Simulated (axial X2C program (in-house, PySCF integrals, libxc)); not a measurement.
## Potential curves of GeAs, spin-free

All values were computed with an axial X2C code built on PySCF integrals. Spin-free means the one-electron spin-free X2C Hamiltonian. Basis: As dyall-cv3z [9s9p6d4f1g], Ge dyall-cv3z [9s9p7d4f1g] (cores contracted in-house); Gaussian nuclei, density fitting, unrestricted open shells. Masses: As 74.922 u, Ge 73.921 u.

State: M_S = 1/2, Λ = 1 (beyond evenly filled blocks: π+α, π+β, π-α). Energies in kJ/mol from the fragments at the same level (As + Ge). Fits are polynomials in 1 − R0/R over 0.85 to 1.23 times the lowest point R0.

| R (Å) | PBE0 | HF |
| --- | --- | --- |
| 1.9532 | -185.13 | 31.84 |
| 2.0430 | -244.04 | -28.44 |
| 2.1103 | -269.16 | -54.99 |
| 2.1776 | -281.90 | -71.14 |
| 2.2450 | -285.06 | -80.05 |
| 2.3236 | -279.57 | -83.71 |
| 2.4022 | -266.97 | -82.03 |
| 2.5032 | -244.52 | -74.37 |
| 2.6267 | -213.97 | -59.85 |
| 2.8063 | -170.68 | -36.34 |

Occupations by symmetry block were frozen at the best pattern of an incomplete PBE0 search. De is counted from the lowest determinant-based energies of the atoms at the same level, without counterpoise correction. Other states lie close and PBE0, whose exact exchange favours high spin, may order them wrongly; the determinant shown need not be the ground state. The nearest other spin-free determinant of the search, M_S = 1/2, Λ = 0, lies 0.34 eV up at the distance of the search. The functionals have no current-density term, which raises determinants with orbital currents, atoms included. The determinant is spin-polarised beyond a pure state at some levels (its spin-free form has ⟨S²⟩ too high), which makes Re and μ there less reliable. Spin-free De lacks the spin–orbit lowering of the heavy p-block atom, a tenth of an eV or more for 4p and 5p, up to an eV for 6p and one to two eV for 7p atoms, less what an open-shell molecule gains itself.

(1) What are Re, ωe and De at the PBE0 level?

(2) Fit the HF curve near its minimum: give the equilibrium distance, the harmonic wavenumber and the well depth.

Results:

(1) At PBE0, spin-free: Re = 2.237 Å, ωe ≈ 356 cm⁻¹, De = 2.95 eV to As + Ge; Be follows as 0.0905 cm⁻¹.

(2) At HF, spin-free: Re = 2.335 Å, ωe ≈ 249 cm⁻¹, De = 0.87 eV to As + Ge; Be follows as 0.0831 cm⁻¹.
